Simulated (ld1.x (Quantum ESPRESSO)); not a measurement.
# Co (Z = 27), RRKJ: configuration errors across variants

Co, norm-conserving RRKJ (Kleinman–Bylander form), made with ld1.x (Quantum ESPRESSO) 7.5 (PBEsol, scalar-relativistic). Core [Ar], reference 3d7 4s2 4p0. Waves: 4s (bound): rc 2.50 bohr; 4p (bound, empty): rc 3.25 bohr; 3d (bound): rc 1.15 bohr. Local part: the d channel. Core correction: none. rho0 = 0.01.

All-electron excitation energies from the reference (eV): (1) 3d7 4s1 4p0 9.045; (2) 3d7 4s0 4p0 25.742; (3) 3d6 4s0 4p0 61.579; (4) 3d7 4s1.5 4p0 3.613; (5) 3d7 4s0 4p1 14.439; (6) 3d7.5 4s1.5 4p0 -0.965.

Tests that are not counted but printed errors over 1 eV. “base”: 3d6 4s2 4p1 (an occupied level unbound or not found, printed error -3.0 eV). “core correction a·sin(br)/r model core inside 1.08 bohr”: 3d6 4s2 4p1 (solver errors, printed error -3.0 eV). “wave 4p (bound): rc 3.25 bohr becomes 4p (bound): rc 2.34 bohr”: 3d6 4s2 4p1 (an occupied level unbound or not found, printed error -3.0 eV); 3d7 4s0 4p1 (solver errors, printed error -5.2 eV). “all radii scaled by about 1.03 (s 2.58, p 3.36, d 1.20 bohr)”: 3d6 4s2 4p1 (solver errors, printed error -51.1 eV). “wave 3d (bound): rc 1.15 bohr becomes 3d (bound): rc 0.86 bohr”: 3d6 4s2 4p1 (solver errors, printed error -629 eV).

2 further variants failed, have other tests or too few solved ones, and are left out.

A true bound ghost makes a file unfit for plane-wave use even where its test errors are small: the radial tests pick states by their node count and pass the ghost by. Where a test does run into it, the solver fails or the error is huge.

Errors AE − PS in meV (a dash: test not solved or not reliable):

```tsv
change	(1)	(2)	(3)	(4)	(5)	(6)	bound ghosts
base	-2.3	+9.5	+27	-0.7	-0.9	-24	s, p
local potential all-electron potential smoothed inside 2.40 bohr (lloc = -2)	-3.4	+9.4	-227	-1.0	-1.0	-54	none
core correction a·sin(br)/r model core inside 1.08 bohr	-5.6	-46	-196	-1.1	-17	-30	s, p
type ultrasoft; waves now 4s (bound): rcut 2.15, rcutus 2.50 bohr; 4s channel at 0.1 Ry: rcut 2.15, rcutus 2.50 bohr; 4p (bound): rcut 2.85, rcutus 3.25 bohr; 4p channel at 4.6 Ry: rcut 2.85, rcutus 3.25 bohr; 3d (bound): rcut 1.00, rcutus 1.15 bohr; 3d channel at 0.9 Ry: rcut 1.00, rcutus 1.15 bohr; local potential all-electron potential smoothed inside 2.90 bohr (lloc = -1); augmentation PSQ, inside the norm-conserving radii; rho0 0	-7.4	-6.7	-315	-1.9	+6.7	-110	none
wave 4p (bound): rc 3.25 bohr becomes 4p (bound): rc 2.34 bohr	-2.3	+9.5	+27	-0.7	–	-24	s, p
all radii scaled by about 1.03 (s 2.58, p 3.36, d 1.20 bohr)	-2.2	+7.1	-17	-0.7	-3.1	-21	s, p
wave 4s (bound): rc 2.50 bohr becomes 4s (bound): rc 3.40 bohr	-7.4	-71	-327	-1.2	-60	-1.0	s, p
wave 3d (bound): rc 1.15 bohr becomes 3d (bound): rc 0.86 bohr	-0.9	+6.1	+45	-0.4	-1.4	-19	s, p
```

(1) Give the same row for: type TM; local potential the s channel; rho0 0.

## Answers

(1) -4.4, -1.1, -317, -1.2, +2.1, -69; bound ghosts: none.
